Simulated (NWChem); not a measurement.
System: BeF2; SMILES [F][Be][F]

The following NWChem deck was run.

```
start job
memory heap 200 mb stack 900 mb global 1100 mb
geometry units angstroms noautoz
  Be     0.000000     0.000000     0.000000
  F      0.000000     0.000000     1.387030
  F      0.000000     0.000000    -1.387030
end
basis spherical
  Be library def2-tzvp
  F library def2-tzvp
end
dft
  xc r2scan
  iterations 200
  convergence diis 20
end
task dft gradient
```

NWChem printed, in part:

```
             Northwest Computational Chemistry Package (NWChem) 7.3.0
             --------------------------------------------------------

 ORDER OF PRIMARY AXIS IS BEING SET TO 4
 D4H symmetry detected

                             Geometry "geometry" -> ""
                             -------------------------

 Output coordinates in angstroms (scale by  1.889725989 to convert to a.u.)

  No.       Tag          Charge          X              Y              Z
 ---- ---------------- ---------- -------------- -------------- --------------
    1 Be                   4.0000     0.00000000     0.00000000     0.00000000
    2 F                    9.0000     0.00000000     0.00000000     1.38703000
    3 F                    9.0000     0.00000000     0.00000000    -1.38703000

 Effective nuclear repulsion energy (a.u.)      42.9208023709

      Symmetry information
      --------------------

 Group name             D4h
 Group number             28
 Group order              16
 No. of unique centers     2

                                 NWChem DFT Module
                                 -----------------

 Summary of "ao basis" -> "ao basis" (spherical)
 ------------------------------------------------------------------------------
       Tag                 Description            Shells   Functions and Types
 ---------------- ------------------------------  ------  ---------------------
 Be                        def2-tzvp                 9       19   5s3p1d
 F                         def2-tzvp                11       31   5s3p2d1f

      Symmetry analysis of basis
      --------------------------

        a1g        17
        a1u         0
        a2g         0
        a2u        14
        b1g         4
        b1u         3
        b2g         4
        b2u         3
        eg         16
        eu         20

            General Information
            -------------------
          SCF calculation type: DFT
          Wavefunction type:  closed shell.
          No. of atoms     :     3
          No. of electrons :    22
           Alpha electrons :    11
            Beta electrons :    11
          Charge           :     0
          Spin multiplicity:     1
          Use of symmetry is: on ; symmetry adaption is: on
          Maximum number of iterations: 200
          AO basis - number of functions:    81
                     number of shells:    31
          Convergence on energy requested:  1.00D-06
          Convergence on density requested:  1.00D-05
          Convergence on gradient requested:  5.00D-04

              XC Information
              --------------
                      r^2SCAN Method XC Functional
               r^2SCAN metaGGA Exchange Functional  1.000
                     r^2SCAN Correlation Potential  1.000

             Grid Information
             ----------------
          Grid used for XC integration:  medium
          Radial quadrature: Mura-Knowles
          Angular quadrature: Lebedev.
          Tag              B.-S. Rad. Rad. Pts. Rad. Cut. Ang. Pts.
          ---              ---------- --------- --------- ---------
          Be                  1.05       49           8.0       434
          F                   0.50       49           8.0       434
          Grid pruning is: on
          Number of quadrature shells:    98
          Spatial weights used:  Erf1

      Superposition of Atomic Density Guess
      -------------------------------------

 Sum of atomic energies:        -213.40873661

      Non-variational initial energy
      ------------------------------

 Total energy =    -213.573813
 1-e energy   =    -381.885029
 2-e energy   =     125.390414
 HOMO         =      -0.684523
 LUMO         =      -0.076530

      Symmetry analysis of molecular orbitals - initial
      -------------------------------------------------

 !! scf_movecs_sym_adapt:   12 vectors were symmetry contaminated

  Symmetry fudging

 !! scf_movecs_sym_adapt:    4 vectors were symmetry contaminated

  Numbering of irreducible representations:

     1 a1g         2 a1u         3 a2g         4 a2u         5 b1g
     6 b1u         7 b2g         8 b2u         9 eg         10 eu

  Orbital symmetries:

     1 a1g         2 a2u         3 a1g         4 a1g         5 a2u
     6 a1g         7 a2u         8 eu          9 eu         10 eg
    11 eg         12 a1g        13 eu         14 eu         15 a1g
    16 a2u        17 eu         18 eu         19 a1g        20 b1g
    21 b2g

   convergence    iter        energy       DeltaE   RMS-Dens  Diis-err
 ---------------- ----- ----------------- --------- --------- ---------
 d= 0,ls=0.0,diis     1   -214.4982417693 -2.57D+02  1.26D-02  8.95D-01
 d= 0,ls=0.0,diis     2   -214.3550014412  1.43D-01  6.46D-03  3.08D+00
 d= 0,ls=0.0,diis     3   -214.5893690513 -2.34D-01  6.21D-04  4.23D-03
 d= 0,ls=0.0,diis     4   -214.5896128265 -2.44D-04  2.02D-04  6.18D-04
 d= 0,ls=0.0,diis     5   -214.5896570082 -4.42D-05  3.14D-06  1.39D-07
 d= 0,ls=0.0,diis     6   -214.5896570194 -1.12D-08  2.31D-07  1.27D-09

         Total DFT energy =     -214.589657019391
      One electron energy =     -384.465299656343
           Coulomb energy =      150.793750006306
    Exchange-Corr. energy =      -23.838909740223
 Nuclear repulsion energy =       42.920802370869

 Numeric. integr. density =       21.999999778381

                  Occupations of the irreducible representations
                  ----------------------------------------------

[...]

                         DFT ENERGY GRADIENTS

    atom               coordinates                        gradient
                 x          y          z           x          y          z
   1 Be      0.000000   0.000000   0.000000    0.000000   0.000000  -0.000000
   2 F       0.000000   0.000000   2.621107    0.000000   0.000000   0.003596
   3 F       0.000000   0.000000  -2.621107    0.000000   0.000000  -0.003596
```

Level: r2SCAN/def2-TZVP. Geometry: optimised at PBE0/def2-SVP.
